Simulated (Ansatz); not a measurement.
C2H4Si2, SMILES `C#C[Si][SiH3]` (lower singlet) (charge 0, multiplicity 1). This singlet lies 0.71 eV below the relaxed triplet at the level B3LYP/cc-pVTZ // PBE0-D3(BJ)/def2-TZVP (Ansatz, a quantum-chemistry and plane-wave program).

Computed with BLYP/cc-pVTZ // PBE0-D3(BJ)/def2-TZVP in Ansatz.

Ansatz 0.2 input:
```yaml
crystal:
  periodic: [false, false, false]
  atoms:
    - { symbol: C, position_ang: [2.242969, 0.739377, 0.421781] }
    - { symbol: C, position_ang: [1.495421, -0.199763, 0.228142] }
    - { symbol: Si, position_ang: [0.491223, -1.697251, -0.042236] }
    - { symbol: Si, position_ang: [-1.468553, -0.338553, -0.26552] }
    - { symbol: H, position_ang: [2.895913, 1.565302, 0.590895] }
    - { symbol: H, position_ang: [-2.706126, -1.126557, -0.524584] }
    - { symbol: H, position_ang: [-1.670408, 0.442888, 0.987994] }
    - { symbol: H, position_ang: [-1.280437, 0.614558, -1.396474] }
basis:
  gaussian: { orbitals: cc-pVTZ }
hamiltonian:
  xc: blyp
```

Output:

```
Functional definition: BLYP
1118 factors; their error is unknown
mean field evaluation 1: about -17880.1027 eV, gradient 6.5e1 eV
mean field evaluation 2: about -17771.4806 eV, gradient 1.6e2 eV
mean field evaluation 4: about -17885.4986 eV, gradient 4.5e1 eV
mean field evaluation 8: about -17891.3900 eV, gradient 2.8e-1 eV
mean field evaluation 16: about -17891.3379 eV, gradient 8.0e-5 eV
mean field -17891.33785244 eV, -657.4945388927 hartree, gradient 8.0e-5 eV, S^2 0.000000; 0 other end points of the search recorded, 0 dependent functions left out
reference -17891.33820263 eV, -657.4945517621 hartree; 22, 22 occupied and 162, 162 virtual orbitals, 1118 factors
Total energy: -17891.33820263 eV, -657.4945517621 hartree
```
